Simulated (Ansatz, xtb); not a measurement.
**Ranking isomers of C2H9OPSi**

3 gas-phase structures of C2H9OPSi, from a drawn sample of its isomers (lower ones may exist). Each was relaxed with GFN2-xTB; where two conformers were screened, the lower at r2SCAN-D4/def2-SVP is listed:

A. `CC[Si@H](O)P`, a singlet
B. `CO[Si@H](C)P`, a singlet
C. `CCO[SiH2]P`, a singlet

**Question.** Make a reasoned guess at their ranking by r2SCAN-D4/def2-SVP single-point energy.

**Answer.** Calculated order at r2SCAN-D4/def2-SVP: A (0.0), B (38.3), C (68.5) kJ/mol.

Energies above the lowest of each column, in kJ/mol; the last columns are at PBE-D3(BJ)/def2-SVP geometries:

| structure | GFN2-xTB | HF/STO-3G | r2SCAN-D4/def2-SVP | PBE-D3(BJ)/def2-SVP | CCSD(T)/def2-SVP + ΔMP2/def2-TZVPP |
| --- | --- | --- | --- | --- | --- |
| A | 29.8 | 7.7 | 0.0 | 0.0 | 0.0 |
| B | 43.0 | 0.0 | 38.3 | 35.3 | 45.0 |
| C | 0.0 | 37.3 | 68.5 | 64.4 | 79.2 |

CCSD(T)/def2-SVP + ΔMP2/def2-TZVPP puts A lowest; GFN2-xTB picks C, HF/STO-3G picks B. Flexible structures stand in one conformer each, not always the lowest. The ΔMP2 step shifts differences by up to 16.7 kJ/mol, which makes them less sure. ΔMP2 is the change of the MP2 energy from the smaller to the larger basis.

Programs: Ansatz 0.2.0, xtb 6.7.1.
